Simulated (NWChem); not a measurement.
System: C₄H₃F; SMILES C#C/C=C\F

**Question.** Give the equilibrium geometry at PBE-D3(BJ)/def2-SVP (NWChem) as a list of bonds and angles, with the point group.

**Answer.** point group Cs; any orientation.
Bonded distances (Å): C1–C2 1.226, C1–H6 1.081, C2–C3 1.418, C3–C4 1.353, C3–H7 1.103, C4–F5 1.334, C4–H8 1.102. Angles (°): C2–C1–H6 179.5, C1–C2–C3 178.5, C2–C3–C4 125.0, C2–C3–H7 118.6, C4–C3–H7 116.4, C3–C4–F5 122.9, C3–C4–H8 123.9, F5–C4–H8 113.3.
